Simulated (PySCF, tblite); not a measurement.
C8H16O.
Numbering: `[CH3:1][O:2][CH2:3][CH:4]1[CH2:5][CH2:6][CH2:7][CH2:8][CH2:9]1` (hydrogens: H10, H11, H12 on C1; H13, H14 on C3; H15 on C4; H16, H17 on C5; H18, H19 on C6; H20, H21 on C7; H22, H23 on C8; H24, H25 on C9)

Geometry (GFN2-xTB, Å), atoms numbered from 1 in this order:
```
atom  x, y, z in Å
C1     3.8029    0.0276    0.1001
O2     2.5015    0.1480   -0.4047
C3     1.5432   -0.5395    0.3672
C4     0.1595   -0.3253   -0.2455
C5    -0.2362    1.1501   -0.1832
C6    -1.6147    1.3665   -0.7986
C7    -2.6568    0.5143   -0.0809
C8    -2.2699   -0.9598   -0.1458
C9    -0.8890   -1.1797    0.4660
H10    4.4502    0.5999   -0.5617
H11    4.1304   -1.0205    0.1156
H12    3.8758    0.4308    1.1189
H13    1.7841   -1.6156    0.3916
H14    1.5605   -0.1689    1.4055
H15    0.2173   -0.6266   -1.2963
H16    0.5136    1.7402   -0.7111
H17   -0.2486    1.4733    0.8609
H18   -1.8872    2.4219   -0.7349
H19   -1.5872    1.0920   -1.8554
H20   -3.6392    0.6625   -0.5344
H21   -2.7206    0.8255    0.9644
H22   -3.0095   -1.5632    0.3850
H23   -2.2595   -1.2847   -1.1887
H24   -0.6179   -2.2358    0.3977
H25   -0.9137   -0.9090    1.5246
```

Theory: PBE0/pcSseg-1 in PySCF (dipole) on a GFN2-xTB geometry, gas phase.

Masses are those of the commonest isotopes; rigid-rotor values at the optimised geometry. The values belong to one conformer with, in the numbering `[CH3:1][O:2][CH2:3][CH:4]1[CH2:5][CH2:6][CH2:7][CH2:8][CH2:9]1`, C1–O2–C3–C4 179°, O2–C3–C4–C5 -64°, C3–C4–C5–C6 180°, C4–C5–C6–C7 58°, C5–C6–C7–C8 -58°, C6–C7–C8–C9 58°.

Problem. What are A, B and C (GHz)?

Solution. Ia = 131.92, Ib = 612.01, Ic = 702.17 u·Å²; 505379 MHz·u·Å²/I gives 3831, 825.8 and 719.7 MHz, that is A = 3.8310, B = 0.8258, C = 0.7197 GHz.

Problem. What kind of rotor is it?

Solution. A near-prolate asymmetric top: κ = (2 × 825.8 − 3831 − 719.7)/(3831 − 719.7) = -0.93.

Problem. What does the inertial defect say?

Solution. Not planar: Δ = Ic − Ia − Ib = -41.75 u·Å². For a rigid frame Δ = −2 Σ m c², so Σ m c² = 20.87 u·Å² lies off the ab plane: 14.25 from hydrogen and 6.63 from heavier atoms. The atom farthest from that plane is 1.39 Å away.

Problem. List the rotational levels J(Ka,Kc) to J = 4 (cm⁻¹).

Solution. Above 0(0,0):
J = 1: 1(0,1) 0.0516, 1(1,1) 0.1518, 1(1,0) 0.1553
J = 2: 2(0,2) 0.1546, 2(1,2) 0.2514, 2(1,1) 0.2620, 2(2,1) 0.5627, 2(2,0) 0.5628
J = 3: 3(0,3) 0.3089, 3(1,3) 0.4007, 3(1,2) 0.4219, 3(2,2) 0.7174, 3(2,1) 0.7178, 3(3,1) 1.2275, 3(3,0) 1.2275
J = 4: 4(0,4) 0.5142, 4(1,4) 0.5996, 4(1,3) 0.6350, 4(2,3) 0.9235, 4(2,2) 0.9249, 4(3,2) 1.4339, 4(3,1) 1.4339, 4(4,1) 2.1478, 4(4,0) 2.1478
Those of J = 1 are B + C, A + C and A + B.

Problem. Predict some low-J microwave lines.

Solution. The dipole components are |μa| = 0.35 D, |μb| = 0.81 D, |μc| = 0.64 D. Intensities carry the squares of the components, which stand as 0.18 : 1.00 : 0.62 (a : b : c). Some lines, for components of 0.1 D or more:

```tsv
type	branch	J(Ka,Kc)	MHz	lower level (cm⁻¹)
a	R	1(0,1) ← 0(0,0)	1546	0.000
c	Q	2(1,2) ← 2(0,2)	2902	0.155
a	R	2(1,2) ← 1(1,1)	2985	0.152
a	R	3(2,1) ← 2(2,0)	4648	0.563
a	R	4(3,1) ← 3(3,0)	6188	1.227
c	R	2(1,1) ← 1(0,1)	6308	0.052
b	Q	4(2,2) ← 4(1,3)	8691	0.635
b	R	4(1,4) ← 3(0,3)	8717	0.309
c	Q	3(2,2) ← 3(1,2)	8858	0.422
b	Q	3(2,1) ← 3(1,2)	8872	0.422
b	Q	2(2,1) ← 2(1,2)	9334	0.251
c	R	2(2,0) ← 1(1,0)	12216	0.155
b	R	3(2,1) ← 2(1,2)	13984	0.251
c	R	4(2,2) ← 3(1,2)	15080	0.422
c	Q	4(3,2) ← 4(2,2)	15259	0.925
b	Q	4(3,1) ← 4(2,2)	15260	0.925
b	R	3(3,1) ← 2(2,0)	19927	0.563
c	R	3(3,0) ← 2(2,0)	19927	0.563
b	Q	4(4,1) ← 4(3,2)	21403	1.434
c	R	4(3,2) ← 3(2,2)	21480	0.717
b	R	4(4,1) ← 3(3,0)	27590	1.227
c	R	4(4,0) ← 3(3,0)	27590	1.227
```

Problem. Estimate the classical rotational partition function at 10 K, 200 K and 500 K.

Solution. Point group C1, symmetry number σ = 1; q = (√π/σ)·√((kT/h)³/(ABC)), k/h = 20836.6 MHz/K: 3530 at 10 K, 316000 at 200 K, 1250000 at 500 K.

Its GFN2-xTB frequencies are all real (lowest 66 cm⁻¹). These are rigid-rotor constants of the computed structure; measured ground-state constants (B0) also hold zero-point vibration. A rigid rotor knows nothing of internal rotation, which can split or shift real lines.
